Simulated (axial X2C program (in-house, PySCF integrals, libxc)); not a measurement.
**Worked dissociation energy of BeO: HF, two-component**

All values were computed with an in-house all-electron X2C program for linear molecules (integrals from PySCF). Two-component (2c) means X2C with spin–orbit coupling and atomic mean-field two-electron Coulomb and Gaunt terms. Basis: O dyall-av3z [7s6p3d2f], Be dyall-cv3z [8s8p3d1f] (cores contracted in-house); Gaussian nuclei, density fitting, unrestricted open shells. Masses: O 15.995 u, Be 9.012 u.

Molecular state: Ω = 0 (closed shell).

| Quantity | Value |
| --- | --- |
| E(O) (2M_J = 2) | -74.866668 hartree |
| E(Be) (2M_J = 0) | -14.575174 hartree |
| E(BeO) at Re | -89.503307 hartree |
| ωe | 1720.2 cm⁻¹ |
| ωexe | 9.95 cm⁻¹ |

Problem. Work out De and D0.

Solution. De = -74.866668 + (-14.575174) − (-89.503307) = 0.06147 hartree = 1.673 eV. The zero-point energy is ωe/2 − ωexe/4 = 858 cm⁻¹ = 0.106 eV, so D0 = 1.566 eV.

Occupations by symmetry block were frozen at the best pattern of an incomplete PBE0 search. The closed shell is kept restricted, so the energy runs too high when the bond is stretched far. Dissociation energies refer to the lowest single-determinant-based atoms at the same level and basis.

Hartree–Fock lacks correlation and underbinds, often by eV.

Each atomic determinant is the lowest at this level and need not be a pure J level. Totals compare only within one Hamiltonian and basis.
